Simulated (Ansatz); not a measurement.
# Bend profile

CH₃NSe (SMILES N=C[SeH]), singlet, at its PBE0-D4/def2-TZVP minimum:

```xyz
6
angstrom
N -0.8478 -1.0615 -0.4304
C -0.1118 -0.0782 -0.1650
Se 0.6409 0.0903 1.5740
H -1.1807 -1.0262 -1.3922
H 0.1606 0.7316 -0.8486
H 1.3388 1.3440 1.2623
```

The angle N1–C2–H5 (126.4° at the minimum) is set to the values below, N1, with anything bonded beyond it, turning rigidly in the plane of the angle. Each method's energies count from its own value at the PBE0-D4 minimum structure. Program: Ansatz 0.2.0. Basis: def2-TZVPP. Cores are frozen in the correlated methods. Filled d shells of the heavier atoms are correlated. The def2 sets are not built for correlating such inner shells, so the correlated values are less sure here. B3LYP uses VWN-RPA correlation.

CCSD(T) energies along the scan:
```csv
angle (°),CCSD(T) (kcal/mol)
108.4,10.47
112.9,5.88
117.4,2.61
121.9,0.65
126.4,0.00
130.9,0.69
135.4,2.77
139.9,6.32
144.4,11.47
```
They count from the CCSD(T) energy at the PBE0-D4 minimum.

Largest difference from the CCSD(T) curve over the scan: PBE0-D4 0.14; B3LYP-D4 0.29; HF 2.43 kcal/mol. Each curve counts from its own value at the minimum.

No T1 diagnostic of these runs exceeds 0.013.

For scale, one of the runs: CCSD(T)/def2-TZVPP, 152 basis functions (an equivalent command: `ansatz run in.yaml --threads 2`). The run took 13 s on 2 CPU threads (shared host), with 1.1 GiB of host memory at its peak.
